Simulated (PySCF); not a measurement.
Computed shifts of a molecule C₆H₆S₂, PBE0/pcSseg-1 (PySCF), GIAO, gas phase, atoms alike by connectivity averaged where their shifts nearly agree, in ppm (number of nuclei): ¹³C: 138.8 (2), 133.9 (2), 132.8 (2). ¹H: 7.33 (2), 7.09 (2), 3.71 (2). References: ³³S against H2S (σ = 716.7 ppm); ¹³C against TMS (σ = 186.3 ppm); ¹H against TMS (σ = 31.56 ppm), references at their B3LYP-D3(BJ)/def2-TZVP geometries, non-relativistic. Coordinates come from a PBE0-D3(BJ)/def2-SVP optimisation. Other conformers were not sampled.

Q: Identify the compound among the candidates.
A) Sc1ccc(S)cc1
B) C=Cc1ccsc1S
C) Sc1ccccc1S
D) C=Cc1cscc1S

A: A, Sc1ccc(S)cc1
